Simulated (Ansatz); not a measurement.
Reaction (ligand exchange at the Si–C bond): `FCOC[SiH3]` + `OBS` → `OBS[SiH3]` + `COCF`

Program: Ansatz. Geometries: PBE0-D4/def2-TZVP. ΔE: electronic, gas phase. CCSD(T)/CBS is the MP2 limit (def2-TZVPP, def2-QZVPP) plus CCSD(T) − MP2 in def2-TZVPP, frozen cores. DFT in def2-TZVPP. One conformer a species, not always the lowest.

```csv
level,ΔE (kcal/mol)
PBE-D4,-17.3
r2SCAN-D4,-17.4
PBE0-D4,-17.8
ωB97X-V,-16.4
HF/def2-TZVPP,-17.5
MP2/def2-QZVPP,-18.5
HF/CBS(def2),-17.6
CCSD/CBS(def2),-17.2
```

Task: What does CCSD(T)/CBS give? (An estimate is asked.)

Result: Computed: -17.4 kcal/mol. The listed levels differ from it by 0.1, 0.0, -0.4, 1.0, -0.1, -1.1, -0.2, 0.2 kcal/mol.

Largest T1 diagnostic among the species: 0.014.
